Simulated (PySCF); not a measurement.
**Re⁺: ionisation energy**

Re⁺ [Xe] 4f14 5d5 6s1 (7S) → Re²⁺ [Xe] 4f14 5d5 (6S), as a difference of total energies. Computed with PySCF 2.14 in aug-cc-pVTZ-PP with ECP60MDF, with a scalar-relativistic core potential. Correlated levels: valence: 5s2 5p6 frozen. The calculations carry no spin-orbit coupling.

```csv
method,ionisation energy (eV)
UHF,15.728
LDA,17.373
PBE,17.078
PBE0,16.830
r2SCAN,17.152
wB97X-V,16.331
revPBE,16.996
BLYP,16.836
TPSS,16.881
MP2 (valence),16.356
SCS-MP2 (valence),15.937
```

Problem. How much does correlation contribute at MP2 (valence)?

Solution. 16.356 − (15.728) = 0.628 eV, measured against UHF.

Errors of the correlated levels include the incompleteness of this basis and the frozen core.

For comparison: 16.6 ± 0.5 eV (semi-empirical (NIST evaluation); NIST Atomic Spectra Database, ionization energies).
